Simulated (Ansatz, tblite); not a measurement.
Forces on ZrIF₃ at its PBE0-D4/def2-SVP geometry. Charge 0, multiplicity 1.

In the def2 sets I, Zr take a core potential; there is no spin–orbit coupling. The xTB rows come from tblite.

GFN1-xTB (tblite), largest force 2.02 eV/Å:

```xyz
5
positions Å, forces eV/Å
Zr    0.098   -0.068    0.103    1.252   -0.873    1.320
I    -1.585    1.106   -1.672   -0.519    0.362   -0.547
F    -0.896   -0.955    1.439    0.615    0.546   -0.823
F     1.190    1.239    0.913   -0.673   -0.808   -0.499
F     1.193   -1.322   -0.784   -0.675    0.773    0.549
```

GFN2-xTB (tblite), largest force 1.53 eV/Å:

```
Zr 0.950 -0.663 1.002
I -0.282 0.197 -0.298
F 0.259 0.366 -0.552
F -0.463 -0.393 -0.370
F -0.464 0.493 0.218
```

PBE0-D4/def2-TZVP (Ansatz), largest force 0.06 eV/Å:

```
Zr 0.018 -0.013 0.019
I 0.009 -0.007 0.010
F 0.039 0.027 -0.041
F -0.033 -0.048 -0.023
F -0.033 0.040 0.035
```
